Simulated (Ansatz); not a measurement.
Geometry optimisation, Ansatz 0.2.0, RKS PBE/def2-mTZVP.

Input file:

```yaml
crystal:
  periodic: [false, false, false]
  atoms:
    - { symbol: Ti, position_ang: [0.155066, -0.023502, 0.122237] }
    - { symbol: "N", position_ang: [0.094522, 0.046505, 2.120692] }
    - { symbol: H, position_ang: [-0.529188, -0.52432, 2.69451] }
    - { symbol: H, position_ang: [0.929663, 0.330313, 2.641646] }
    - { symbol: F, position_ang: [1.870513, 0.036, -0.319434] }
    - { symbol: F, position_ang: [-0.611193, 1.418116, -0.593796] }
    - { symbol: F, position_ang: [-0.613832, -1.502236, -0.482105] }
    - { symbol: H, position_ang: [-2.585858, -0.02593, 1.074035] }
    - { symbol: H, position_ang: [-2.074693, 0.255753, 1.484116] }
basis:
  gaussian: { orbitals: def2-mTZVP }
hamiltonian:
  xc: pbe
relax:
  f_tol: 0.03
  max_steps: 50
output:
  orbitals: {}
```

Run as:

```bash
$ ansatz run input.yaml --threads 4 --pin off --max-ram 5120MiB --backend cpu --events-out ev --progress --plain --runs-dir out
```

Q: Where does it end, and by what steps?

A: The run converged. The force dipped under the threshold on the way, but the program's further checks kept it going. After 18 steps the energy has fallen by 0.280 eV; H9 moved furthest, 0.93 Å.

```json
{"step": "0", "energy less start (eV)": "0.0000", "largest force component (eV/Å)": "1.777", "accepted": "yes"}
{"step": "1", "energy less start (eV)": "-0.1930", "largest force component (eV/Å)": "0.678", "accepted": "yes"}
{"step": "2", "energy less start (eV)": "-0.2384", "largest force component (eV/Å)": "0.351", "accepted": "yes"}
{"step": "3", "energy less start (eV)": "-0.2642", "largest force component (eV/Å)": "0.100", "accepted": "yes"}
{"step": "4", "energy less start (eV)": "-0.2569", "largest force component (eV/Å)": "0.485", "accepted": "no"}
{"step": "5", "energy less start (eV)": "-0.2701", "largest force component (eV/Å)": "0.064", "accepted": "yes"}
{"step": "6", "energy less start (eV)": "-0.2740", "largest force component (eV/Å)": "0.076", "accepted": "yes"}
{"step": "7", "energy less start (eV)": "-0.2752", "largest force component (eV/Å)": "0.063", "accepted": "yes"}
{"step": "8", "energy less start (eV)": "-0.2719", "largest force component (eV/Å)": "0.548", "accepted": "no"}
{"step": "9", "energy less start (eV)": "-0.2777", "largest force component (eV/Å)": "0.046", "accepted": "yes"}
{"step": "10", "energy less start (eV)": "-0.2722", "largest force component (eV/Å)": "0.624", "accepted": "no"}
{"step": "11", "energy less start (eV)": "-0.2787", "largest force component (eV/Å)": "0.017", "accepted": "yes"}
{"step": "12", "energy less start (eV)": "-0.2790", "largest force component (eV/Å)": "0.174", "accepted": "yes"}
{"step": "13", "energy less start (eV)": "-0.2796", "largest force component (eV/Å)": "0.043", "accepted": "yes"}
{"step": "14", "energy less start (eV)": "-0.2800", "largest force component (eV/Å)": "0.007", "accepted": "yes"}
{"step": "15", "energy less start (eV)": "-0.2706", "largest force component (eV/Å)": "0.522", "accepted": "no"}
{"step": "16", "energy less start (eV)": "-0.2802", "largest force component (eV/Å)": "0.028", "accepted": "yes"}
{"step": "17", "energy less start (eV)": "-0.2800", "largest force component (eV/Å)": "0.164", "accepted": "no"}
{"step": "18", "energy less start (eV)": "-0.2805", "largest force component (eV/Å)": "0.017", "accepted": "yes"}
```

```xyz
9
Properties=species:S:1:pos:R:3
Ti 0.400 -0.023 0.141
N 0.386 -0.043 2.019
H -0.440 -0.234 2.590
H 1.192 0.179 2.609
F 2.104 -0.028 -0.359
F -0.412 1.453 -0.457
F -0.546 -1.414 -0.443
H -3.069 -0.310 1.273
H -2.979 0.430 1.370
```

Whether the end is a true minimum wasn't checked by a vibrational analysis.

Run time: 30 s on 4 threads of Arm Neoverse V2 (shared host), peak memory 0.17 GiB.
